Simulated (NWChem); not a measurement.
## Ionisation of CHO2

```xyz
4

O     -1.1753     0.0000    -0.1653
C      0.0000     0.0000     0.2092
O      1.1753     0.0000    -0.1653
H      0.0000     0.0000     1.3892
```
Charge 0, spin multiplicity 2.

All runs are NWChem calculations. All single points use one geometry, from UPBE/def2-SVP, a minimum by its harmonic frequencies.

Basis set: def2-TZVP. The species with one electron less has spin multiplicity 3 and keeps the geometry of the parent. Δ marks differences of total energies (open shells unrestricted). −ε marks an orbital energy of the parent. That orbital need not have the symmetry of the hole or added electron in the Δ rows.

B3LYP has NWChem's definition, with VWN1-RPA local correlation. The structure started from a generated list of species. The unpaired electrons of the parent sit in orbitals of symmetry a1 (C2v labels of the run); other states weren't searched. No SCF solution was tested for a lower state.

Q: For the first vertical ionisation energy, −ε(beta HOMO) of B3LYP gives 8.89 eV and −ε(beta HOMO) of BLYP gives 7.81 eV. What do −ε(beta HOMO) of BP86, −ε(beta HOMO) of PBE, ΔBLYP give?

A: −ε(beta HOMO) of BP86: 8.02 eV; −ε(beta HOMO) of PBE: 7.90 eV; ΔBLYP: 12.13 eV.
